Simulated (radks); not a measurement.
Question: All-electron atom: the iron ion Fe4+ in [Ar] 3d4. All-electron calculation, Dirac Kohn-Sham, PBEsol, spin-unpolarised, spherical densities, finite nucleus; open shells fill j = l - 1/2 first; Fermi nuclear charge, rms radius 3.7377 fm. Program: a radial shooting solver on a logarithmic mesh with Libxc functionals.

Spin-orbit splittings of the eigenvalues, e(l+1/2) - e(l-1/2), with zeta = 2 splitting/(2l+1) and mean radii in bohr:

shell  occ.  splitting (eV)  zeta (eV)  <r> j=l-1/2  <r> j=l+1/2
2p        6               ?          ?       0.2336       0.2366
3p        6           1.641      1.094       0.8243       0.8324
3d        4          0.1995    0.07981       0.9185       0.9213
4p        0          0.2442     0.1628        2.309        2.324

Estimate the 2p splitting.

Answer: 12.46 eV (zeta = 8.303 eV).
